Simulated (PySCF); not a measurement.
A species of formula C12H17OP has this rotational fingerprint, computed with PBE0-D3(BJ)/def2-SVP geometry optimisation, gas phase (PySCF):

```
Rotational constants : A = 776.2, B = 659.4, C = 430.2 MHz
Dipole components    : |μa| = 3.09 D, |μb| = 2.16 D, |μc| = 2.33 D
Inertial defect      : -242.65 u·Å²
κ                    : 0.33
```

Question: Which candidate fits, each taken in the one conformer that was computed?
A. `[CH3:1][CH2:2][P:3](=[O:4])(/[CH:5]=[CH:6]/[c:7]1[cH:8][cH:9][cH:10][cH:11][cH:12]1)[CH2:13][CH3:14]` with C1–C2–P3–O4 51°, C2–P3–C5–C6 -123°, C5–C6–C7–C8 -178°, C2–P3–C13–C14 175° ((E)-diethyl(styryl)phosphine oxide)
B. `[CH3:1][C:2]1([CH3:3])[CH2:4][CH2:5][P@:6]([CH3:7])(=[O:8])[c:9]2[cH:10][cH:11][cH:12][cH:13][c:14]21` with C1–C2–C4–C5 174°, C2–C4–C5–P6 -66°, C4–C5–P6–C7 -68°, C5–P6–C9–C10 163° (1,4,4-trimethyl-1,2,3,4-tetrahydrophosphinoline-1-oxide)

Answer: B. It is CC1(C)CC[P@](C)(=O)c2ccccc21, an asymmetric top, point group C1. The candidates at the same level (rigid rotor, commonest isotopes):

```
                      SMILES  A (MHz)  B (MHz)  C (MHz)  μa (D)  μb (D)  μc (D)  Δ (u·Å²)  point group                        rotor
CC1(C)CC[P@](C)(=O)c2ccccc21    776.2    659.4    430.2    3.09    2.16    2.33   -242.65           C1               asymmetric top
    CCP(=O)(/C=C/c1ccccc1)CC     1309    253.4    245.1    0.95    0.04    3.51   -318.83           C1  near-prolate asymmetric top
```

`CCP(=O)(/C=C/c1ccccc1)CC` has A 69 % too high. No structure here is proved a minimum.
